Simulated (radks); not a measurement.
The numbers below are computed, except where a source is named.
Q: Isoelectronic series with 12 electrons, each ion in its NIST ground configuration. Code: a radial shooting solver on a logarithmic mesh with Libxc functionals. Model: scalar-relativistic Kohn-Sham, PBE, spin-unpolarised, spherical densities, finite nucleus; Fermi nuclear charge, rms radius of each element as measured or else 0.836 A^(1/3) + 0.57 fm. Total energies (hartree) and orbital eigenvalues (Ry):

ion    configuration  E (hartree)         3s         2p         2s
Mg          [Ne] 3s2   -200.27974   -0.34585   -3.42605   -5.86853
Si2+        [Ne] 3s2   -288.96448   -2.09737   -8.59271  -11.81885
S4+         [Ne] 3s2   -394.82336   -4.84551  -15.88951  -19.92766
Ar6+        [Ne] 3s2   -517.86991   -8.53009  -25.24192  -30.12050
Ca8+        [Ne] 3s2   -658.15978  -13.13538  -36.63110  -42.38297
Ti10+       [Ne] 3s2   -815.76887  -18.65713  -50.05184  -56.71669
Cr12+       [Ne] 3s2   -990.78816  -25.09572  -65.50443  -73.13043
Fe14+       [Ne] 3s2  -1183.32149  -32.45402  -82.99205  -91.63725
Ni16+       [Ne] 3s2  -1393.48542  -40.73648  -102.5197  -112.2534
Zn18+       [Ne] 3s2  -1621.40806  -49.94875  -124.0939  -134.9980
Ge20+       [Ne] 3s2  -1867.23070  -60.09753  -147.7220  -159.8925
Se22+       [Ne] 3s2  -2131.10770  -71.19045  -173.4127  -186.9609
Kr24+       [Ne] 3s2  -2413.20579  -83.23604  -201.1754  -216.2297
Sr26+       [Ne] 3s2  -2713.70558  -96.24371  -231.0204  -247.7279
Zr28+       [Ne] 3s2  -3032.80146  -110.2238  -262.9588  -281.4872
Mo30+       [Ne] 3s2  -3370.70068  -125.1874  -297.0027  -317.5416
Ru32+       [Ne] 3s2  -3727.63130  -141.1470  -333.1649  -355.9286
Cd36+       [Ne] 3s2  -4499.56494  -176.1074  -411.8991  -439.8642

Estimate the row of Pd34+ ([Ne] 3s2).

A: E (hartree) -4103.83392; 3s -158.1156; 2p -371.4588; 2s -396.6884.
